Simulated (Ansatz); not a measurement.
`[O]=[W]([F])(=[S])[Cl]` + NH₃ → `[NH2][W](=[O])([F])=[S]` + HCl at 600 K and 1 bar (ligand exchange at a W–Cl bond).

Isolated molecules relaxed with PBE0-D4/def2-TZVP in Ansatz; ΔE leaves out vibrations. CBS: MP2 limit from def2 TZ/QZ plus the TZ coupled-cluster correction, frozen cores. This one scheme is used for every species. def2 core potentials past Kr. For W outer-core shells are correlated without core-valence functions, which leaves a few kJ/mol of doubt a bond. Each species was taken in one conformer, which may not be the lowest.

```csv
species,CCSD(T)/CBS energy (Eh),H − E (kJ/mol),S (J/(mol·K))
`[O]=[W]([F])(=[S])[Cl]`,-1099.67345,70.1,416.3
NH₃,-56.50880,112.4,219.5
`[NH2][W](=[O])([F])=[S]`,-695.78708,141.0,426.8
HCl,-460.38127,35.4,207.2
```

H − E and S are ideal-gas, rigid-rotor, harmonic terms from PBE0-D4/def2-TZVP, for one conformer and one mirror image of each species. 1 Eh = 2625.50 kJ/mol, R = 8.31446 J/(mol·K).

Question: By hand: ΔE, ΔH, ΔS and ΔG.

Answer: ΔE = (-695.78708) + (-460.38127) − (-1099.67345) − (-56.50880) = 0.01390 Eh = 36.5 kJ/mol. Δ(H − E) = 141.0 + 35.4 − 70.1 − 112.4 = -6.1, so ΔH = 30.4 kJ/mol. ΔS = 426.8 + 207.2 − 416.3 − 219.5 = -1.8 J/(mol·K). ΔG = 30.4 − 600 × (-1.8)/1000 = 31.5 kJ/mol.

Question: By hand: the equilibrium constant, and the temperature at which ΔG would vanish if ΔH and ΔS stayed fixed.

Answer: log₁₀ K = −ΔG/(RT ln 10) = -2.7. ΔH and −TΔS have one sign here, so there is no such temperature.

The number of gas molecules stays the same, so ΔS is small and ΔH decides. A doubt of 5 kJ/mol in ΔE shifts log₁₀ K by 0.4 here. Other conformers and mirror images would add mixing entropy, several J/(mol·K) or more a flexible species. These are equilibria of isolated gas molecules and say nothing of rates. Largest T1 diagnostic: 0.022 (customary marks: 0.02 for closed shells, 0.045 for open ones).

ΔS is within the doubt of such terms, so its sign, and with it that verdict, could turn.
